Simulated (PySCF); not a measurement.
Compound: C₆H₁₁F₃Ge.
Atom-mapped SMILES: `[CH3:1][C@@H:2]1[CH2:3][GeH2:4][CH2:5][C@H:6]1[C:7]([F:8])([F:9])[F:10]` (hydrogens: H11, H12, H13 on C1; H14 on C2; H15, H16 on C3; H17, H18 on Ge4; H19, H20 on C5; H21 on C6)

Computed by this run: PBE0-D3(BJ)/def2-SVP geometry optimisation, gas phase in PySCF 2.14.0; density fitting, grid level 1; the optimiser is geomeTRIC in internal coordinates, started from a GFN2-xTB structure with every atom displaced at random (about 0.01 Å).

The end geometry, which sets the zero of energy:
```
atom  x, y, z in Å
C1      2.2923   -0.1439    0.2354
C2      1.1657   -0.3752   -0.7670
C3      0.8555    0.9107   -1.5546
Ge4    -0.4187    1.8793   -0.4052
C5     -0.7726    0.2970    0.7247
C6     -0.1044   -0.8647   -0.0281
C7     -1.0876   -1.5340   -0.9660
F8     -2.1153   -2.0665   -0.2956
F9     -0.5161   -2.5249   -1.6594
F10    -1.6114   -0.6786   -1.8604
H11     2.0509    0.6685    0.9405
H12     3.2195    0.1408   -0.2837
H13     2.4993   -1.0491    0.8266
H14     1.4867   -1.1722   -1.4581
H15     0.3663    0.6903   -2.5137
H16     1.7708    1.4805   -1.7700
H17     0.2116    3.0338    0.4002
H18    -1.6538    2.4088   -1.1527
H19    -1.8390    0.1098    0.9111
H20    -0.2962    0.4358    1.7053
H21     0.1817   -1.6688    0.6706
```

Problem. These geometries come from the run, each turned onto the end geometry. Order them by energy, lowest first.
A.
```
atom  x, y, z in Å
C1      2.2908   -0.1422    0.2529
C2      1.1757   -0.3828   -0.7560
C3      0.8703    0.8981   -1.5530
Ge4    -0.4431    1.8552   -0.4309
C5     -0.7403    0.2862    0.7423
C6     -0.0979   -0.8752   -0.0306
C7     -1.1130   -1.4956   -0.9772
F8     -2.0811   -2.1222   -0.2999
F9     -0.5413   -2.3925   -1.7974
F10    -1.6959   -0.5708   -1.7559
H11     2.0827    0.7195    0.9016
H12     3.2435    0.0620   -0.2598
H13     2.4363   -1.0229    0.9239
H14     1.5048   -1.1851   -1.4429
H15     0.4104    0.6627   -2.5274
H16     1.7840    1.4720   -1.7505
H17     0.1407    3.0731    0.3348
H18    -1.6969    2.3117   -1.1965
H19    -1.7964    0.0918    0.9752
H20    -0.2228    0.4364    1.6991
H21     0.1746   -1.7022    0.6481
```
B.
```
atom  x, y, z in Å
C1      2.3185   -0.1361    0.2721
C2      1.1904   -0.4191   -0.7436
C3      0.8501    0.8357   -1.5687
Ge4    -0.4313    1.8089   -0.4626
C5     -0.7125    0.2599    0.7578
C6     -0.0747   -0.8834   -0.0042
C7     -1.0908   -1.4132   -0.9818
F8     -2.0729   -2.0732   -0.3671
F9     -0.5990   -2.2511   -1.8744
F10    -1.7092   -0.4294   -1.6671
H11     2.0243    0.7560    0.8768
H12     3.2331    0.1096   -0.2461
H13     2.4400   -0.9464    0.9195
H14     1.5220   -1.2189   -1.3917
H15     0.4426    0.5586   -2.5267
H16     1.7769    1.4201   -1.7456
H17     0.0914    3.0209    0.2607
H18    -1.7086    2.2560   -1.1747
H19    -1.7497    0.0319    1.0078
H20    -0.2130    0.4219    1.7162
H21     0.1576   -1.7316    0.6432
```
C.
```
atom  x, y, z in Å
C1      2.2912   -0.1419    0.2486
C2      1.1703   -0.3854   -0.7586
C3      0.8601    0.8978   -1.5525
Ge4    -0.4311    1.8633   -0.4166
C5     -0.7538    0.2926    0.7371
C6     -0.1049   -0.8706   -0.0301
C7     -1.0970   -1.5091   -0.9803
F8     -2.0895   -2.1038   -0.3098
F9     -0.5233   -2.4435   -1.7470
F10    -1.6698   -0.6200   -1.8094
H11     2.0721    0.7184    0.9042
H12     3.2352    0.0779   -0.2711
H13     2.4574   -1.0177    0.8913
H14     1.4985   -1.1836   -1.4431
H15     0.3883    0.6775   -2.5200
H16     1.7762    1.4731   -1.7529
H17     0.1723    3.0472    0.3615
H18    -1.6784    2.3487   -1.1724
H19    -1.8128    0.1077    0.9644
H20    -0.2391    0.4374    1.6977
H21     0.1633   -1.6888    0.6588
```
D.
```
atom  x, y, z in Å
C1      2.2909   -0.1409    0.2513
C2      1.1730   -0.3837   -0.7580
C3      0.8659    0.9000   -1.5520
Ge4    -0.4333    1.8621   -0.4207
C5     -0.7467    0.2926    0.7393
C6     -0.1022   -0.8712   -0.0317
C7     -1.1032   -1.5065   -0.9811
F8     -2.0821   -2.1199   -0.3113
F9     -0.5396   -2.4310   -1.7693
F10    -1.6989   -0.6182   -1.7930
H11     2.0753    0.7223    0.9034
H12     3.2395    0.0701   -0.2640
H13     2.4474   -1.0166    0.9056
H14     1.5024   -1.1828   -1.4426
H15     0.3999    0.6771   -2.5228
H16     1.7825    1.4746   -1.7490
H17     0.1625    3.0567    0.3519
H18    -1.6826    2.3379   -1.1791
H19    -1.8047    0.1068    0.9711
H20    -0.2289    0.4395    1.6976
H21     0.1683   -1.6916    0.6543
```

Solution. C (0.005 eV), D (0.009 eV), A (0.024 eV), B (0.241 eV).

In the order of the answer:

```
step  E above end (eV)  largest force (eV/Å)  rms force component (eV/Å)  rms distance from end (Å)  rms bond change (Å)  bond most changed (Å)
   3             0.005                  0.08                       0.023                      0.054                0.001         Ge4–H17 -0.002
   2             0.009                  0.18                       0.046                      0.066                0.002           C6–C7 +0.004
   1             0.024                  0.59                       0.137                      0.083                0.005          C1–H13 +0.016
   0             0.241                  2.91                       0.587                      0.147                0.020          C1–H13 -0.057
```

The cost below is that of the whole optimisation. The run took 5.0 min on Arm Neoverse V2, one thread, shared host, and the process peaked at 1.2 GiB of memory.
